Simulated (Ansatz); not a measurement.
`[GeH3][SiH2][GeH3]` + `C=C(N)O` → `C=C(N)[O][GeH3]` + `[SiH3][GeH3]`  (cleavage of the Ge–Si bond)

Isolated molecules relaxed with PBE0-D4/def2-TZVP in Ansatz; ΔE leaves out vibrations. CCSD(T)/CBS is the MP2 limit (def2-TZVPP, def2-QZVPP) plus CCSD(T) − MP2 in def2-TZVPP, frozen cores. Functionals use def2-TZVPP. B3LYP here is the variant with VWN-RPA as its local correlation; programs differ in this. For Ge outer-core shells are correlated without core-valence functions, which leaves a few kJ/mol of doubt a bond. Scalar relativity is left out up to krypton. Each species was taken in one conformer, which may not be the lowest.

(1) Is it downhill or uphill in electronic energy at CCSD(T)/CBS, and by how much? (An estimate is asked.)

(2) What do these levels give: B3LYP-D4, ωB97X-V, ωB97M-V, PBE, PBE0, HF/def2-TZVPP, MP2/def2-TZVPP, CCSD/def2-TZVPP, CCSD(T)/def2-TZVPP, HF/def2-QZVPP, MP2/def2-QZVPP, HF/CBS(def2)? (An estimate is asked.)

Largest T1 diagnostic among the species: 0.012.

## Answers

(1) The calculation gave: Nearly level: ΔE = +0.01 eV.

(2) Computed: B3LYP-D4 -0.01, ωB97X-V -0.01, ωB97M-V 0.00, PBE 0.17, PBE0 0.16, HF/def2-TZVPP -0.16, MP2/def2-TZVPP -0.06, CCSD/def2-TZVPP -0.04, CCSD(T)/def2-TZVPP -0.04, HF/def2-QZVPP -0.17, MP2/def2-QZVPP -0.03, HF/CBS(def2) -0.17 eV.

In def2-TZVPP, CCSD(T) changes the Hartree–Fock value by +0.12 eV (the triples alone add +0.00 eV) and MP2 by +0.10 eV.
